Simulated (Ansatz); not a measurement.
`COB(Br)Br` and `ClB(Br)Br` differ in one atom or group.

Ansatz, PBE0-D4/def2-TZVP geometries, multiplicity 1. Each molecule was computed in one conformer, which needn't be the lowest.

Scalar relativity is left out up to krypton.

```tsv
property	`COB(Br)Br`
size of the dipole moment (B3LYP/def2-TZVPP) / D	2.53
HOMO energy (PBE0/def2-TZVPP) / eV	-8.15
LUMO energy (ωB97M-V/def2-TZVPP) / eV	1.50
HOMO energy (B3LYP/def2-TZVPP) / eV	-7.86
HOMO energy (PBE/def2-TZVPP) / eV	-6.85
HOMO–LUMO gap (B3LYP/def2-TZVPP) / eV	7.14
```

**Question.** What does the change do to each property? (An estimate is asked.)

**Answer.** Ansatz gave: 
| property | `ClB(Br)Br` | shift |
| --- | --- | --- |
| size of the dipole moment (B3LYP/def2-TZVPP) / D | 0.04 | -2.49 |
| HOMO energy (PBE0/def2-TZVPP) / eV | -8.45 | -0.30 |
| LUMO energy (ωB97M-V/def2-TZVPP) / eV | 0.10 | -1.40 |
| HOMO energy (B3LYP/def2-TZVPP) / eV | -8.16 | -0.30 |
| HOMO energy (PBE/def2-TZVPP) / eV | -7.13 | -0.28 |
| HOMO–LUMO gap (B3LYP/def2-TZVPP) / eV | 6.05 | -1.09 |

With PBE0 the HOMO falls by 0.30 eV and the LUMO falls by 1.42 eV, so the gap narrows by about 1.12 eV. PBE moves the HOMO by -0.28 eV and ωB97M-V by -0.31 eV.

B3LYP here is the variant with VWN-RPA as its local correlation; programs differ in this.

Spin–orbit coupling is left out; it splits and shifts lone-pair levels of the heavy atoms by tenths of an eV.
